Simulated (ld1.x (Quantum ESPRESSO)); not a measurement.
# An all-electron radial function and its pseudo partner (hydrogen (H))

Columns: radius, all-electron u(r) and pseudo u(r) of the 1s shell (level -9.49 eV) of hydrogen in the configuration 1s0.75; PBE, scalar-relativistic, TM scheme, ld1.x (Quantum ESPRESSO) 7.5.

```tsv
r (bohr)	all-electron	pseudo
0.068	0.1297	0.1040
0.135	0.2403	0.2041
0.202	0.3356	0.2993
0.270	0.4182	0.3889
0.338	0.4881	0.4692
0.405	0.5458	0.5379
0.473	0.5943	0.5962
0.540	0.6333	0.6420
0.608	0.6649	0.6774
0.675	0.6890	0.7024
0.742	0.7071	0.7190
0.810	0.7200	0.7291
0.878	0.7280	0.7340
0.945	0.7317	0.7351
1.013	0.7318	0.7333
1.080	0.7288	0.7293
1.148	0.7230	0.7231
1.215	0.7150	0.7150
1.283	0.7048	0.7048
1.350	0.6930	0.6930
1.418	0.6797	0.6797
1.485	0.6654	0.6654
1.553	0.6499	0.6499
1.620	0.6339	0.6339
1.688	0.6171	0.6171
1.755	0.6001	0.6001
```

Task: How many radial nodes do the two functions have?

Result: The all-electron 1s function has n − l − 1 = 0; the pseudo-wave has 0.

Task: At about which radius was the pseudo-wave matched?

Result: 1.30 bohr. The columns agree to 0.0005 from 1.08 bohr on; several derivatives are matched, so the curves merge somewhat inside the radius.

Task: Where does each function peak?

Result: Outermost all-electron maximum near 1.01 bohr, pseudo maximum near 0.94 bohr (to the table’s step).

Task: Is the pseudo-wave norm-conserving?

Result: Yes: the TM scheme keeps the norm inside the radius equal to the all-electron one, which fixes the energy derivative of the logarithmic derivative at the level.
